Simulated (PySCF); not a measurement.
C4H5ClSi, SMILES C#C/C=C\[SiH2]Cl.

The structure is a stationary point at TPSSh-D3(BJ)/def2-SVP. The structure was generated by enumeration; whether it is a known compound was not checked. The values are those of a single conformer.

Calculation: TPSSh-D3(BJ)/def2-SVP run with PySCF.

Frequencies are harmonic and unscaled.

| mode | ν (cm⁻¹) | IR (km/mol) | Raman (Å⁴/amu) | depolarisation | moving atoms (share of kinetic energy) |
|---|---|---|---|---|---|
| 1 | 30 | 0.5 | 1.8 | 0.75 | Si 42 %, Cl 23 %, C 20 %, H 16 % |
| 2 | 74 | 0.1 | 5.8 | 0.61 | C 59 %, Si 15 %, Cl 14 %, H 12 % |
| 3 | 164 | 2.5 | 3.2 | 0.62 | Cl 32 %, Si 31 %, C 29 %, H 9 % |
| 4 | 236 | 1.8 | 3.1 | 0.75 | C 71 %, H 28 % |
| 5 | 291 | 3.7 | 8.6 | 0.74 | C 77 %, Cl 10 %, H 9 % |
| 6 | 414 | 6.2 | 5.5 | 0.75 | C 50 %, H 49 % |
| 7 | 534 | 73.4 | 10.5 | 0.30 | Si 43 %, Cl 39 %, C 14 % |
| 8 | 613 | 26.6 | 4.3 | 0.67 | C 56 %, H 23 %, Si 18 % |
| 9 | 614 | 36.8 | 10.5 | 0.74 | H 51 %, C 30 %, Si 17 % |
| 10 | 666 | 41.6 | 3.6 | 0.75 | H 78 %, C 22 % |
| 11 | 689 | 34.2 | 1.3 | 0.73 | H 80 %, C 20 % |
| 12 | 707 | 0.4 | 13.7 | 0.75 | H 90 %, C 9 % |
| 13 | 737 | 48.3 | 8.7 | 0.30 | C 66 %, Si 22 %, H 12 % |
| 14 | 751 | 43.8 | 4.9 | 0.75 | H 66 %, C 33 % |
| 15 | 868 | 325.0 | 11.3 | 0.68 | H 85 %, Si 8 % |
| 16 | 957 | 31.8 | 5.6 | 0.75 | H 72 %, C 27 % |
| 17 | 968 | 60.6 | 5.5 | 0.42 | H 56 %, C 41 % |
| 18 | 998 | 0.0 | 1.1 | 0.75 | H 78 %, C 22 % |
| 19 | 1175 | 2.7 | 18.5 | 0.46 | H 89 %, C 11 % |
| 20 | 1359 | 5.7 | 2.5 | 0.74 | H 65 %, C 35 % |
| 21 | 1620 | 40.1 | 107.9 | 0.22 | C 95 % |
| 22 | 2188 | 1.8 | 330.6 | 0.26 | C 91 %, H 9 % |
| 23 | 2275 | 49.7 | 174.0 | 0.05 | H 98 % |
| 24 | 2279 | 103.7 | 58.4 | 0.72 | H 96 % |
| 25 | 3138 | 4.3 | 127.8 | 0.37 | H 92 % |
| 26 | 3169 | 1.7 | 160.2 | 0.23 | H 91 %, C 9 % |
| 27 | 3470 | 74.7 | 38.5 | 0.26 | H 86 %, C 14 % |
